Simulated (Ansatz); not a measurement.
Mulliken charges of CH₂FNSSi (`F[SiH]1N=C1S`) from PBE/def2-TZVPP in Ansatz (PBE0-D4/def2-TZVP geometry).

```json
{"atom": "F1", "x (Å)": "-2.420", "y (Å)": "0.297", "z (Å)": "0.303", "charge (e)": "-0.260"}
{"atom": "Si2", "x (Å)": "-0.891", "y (Å)": "0.592", "z (Å)": "0.595", "charge (e)": "0.502"}
{"atom": "N3", "x (Å)": "0.227", "y (Å)": "0.775", "z (Å)": "-0.728", "charge (e)": "-0.262"}
{"atom": "C4", "x (Å)": "0.407", "y (Å)": "-0.360", "z (Å)": "-0.117", "charge (e)": "0.023"}
{"atom": "S5", "x (Å)": "1.484", "y (Å)": "-1.659", "z (Å)": "-0.415", "charge (e)": "-0.063"}
{"atom": "H6", "x (Å)": "-0.812", "y (Å)": "1.396", "z (Å)": "1.818", "charge (e)": "-0.052"}
{"atom": "H7", "x (Å)": "2.067", "y (Å)": "-1.109", "z (Å)": "-1.502", "charge (e)": "0.111"}
```

**Question.** By hand: the dipole of these point charges (1 e Å = 4.8032 D).

**Answer.** Σ q r = (0.310, -0.083, 0.173) e Å, of length 0.365 e Å = 1.75 D.

**Question.** How does the dipole of the full density compare? (Best estimate.)

**Answer.** Computed: (0.144, -0.084, 0.207) e Å, 1.28 D; the point charges give 1.37 times that, at 26° from its direction.

Point charges leave out the atoms' own dipoles, such as those of lone pairs, and Mulliken's split depends on the basis, so the two needn't agree.
